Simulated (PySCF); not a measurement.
Geometry:
| atom | x (Å) | y (Å) | z (Å) |
| --- | --- | --- | --- |
| Be1 | 1.154 | 0.458 | 0.755 |
| Se2 | 0.797 | -1.259 | 1.784 |
| Be3 | -0.654 | -1.248 | 0.359 |
| Se4 | -1.846 | -0.733 | -1.206 |
| Be5 | -0.500 | 0.790 | -1.114 |
| Se6 | 1.049 | 1.992 | -0.577 |

Geometry: PBE0-D3(BJ)/def2-SVP; GIAO absolute shieldings from PySCF 2.14, gas phase, non-relativistic, averaged over equivalent atoms.

At KT2/pcSseg-1 (159 basis functions, 17 s wall time on 1 thread of an Arm Neoverse V2, shared host):
```
      atoms  σ (ppm)
Be1/Be3/Be5     80.4
Se2/Se4/Se6   1979.4
```

**Question.** Predict the values at PBE0/pcSseg-1 on the same geometry.

**Answer.** 
```json
{"atoms": "Be1/Be3/Be5", "σ at PBE0/pcSseg-1": "80.1", "change": "-0.3"}
{"atoms": "Se2/Se4/Se6", "σ at PBE0/pcSseg-1": "2016.9", "change": "+37.5"}
```

The largest change is at Se2/Se4/Se6 (selenium bonded to 2 Be). Cost: 159 basis functions, 24 s wall time on 1 thread of an Arm Neoverse V2, shared host.

Relativistic effects, spin–orbit coupling among them, are left out; they matter for Se and for the light atoms bonded to it.
